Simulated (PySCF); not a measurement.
Correlation energy of Ar²⁺ (argon, charge +2)

[Ne] 3s2 3p4, high-spin 3P determinant. Calculation: PySCF 2.14, in dyall-av3z (19s12p3d2f, 84 functions); the non-relativistic Hamiltonian (point nucleus). Frozen: [Ne]; 6 electrons correlated; the 26 highest virtual orbitals of each spin left out.

```
  level  correlation energy (mhartree)
   CCSD                        -159.04
    (T)                          -4.08
CCSD(T)                        -163.12
```

Diagnostics: T1 = 0.0076, D1 = 0.0243, largest double amplitude 0.042.

**Question.** Is a single reference adequate?

**Answer.** Yes: T1 lies below 0.03 and no double amplitude reaches 0.07.
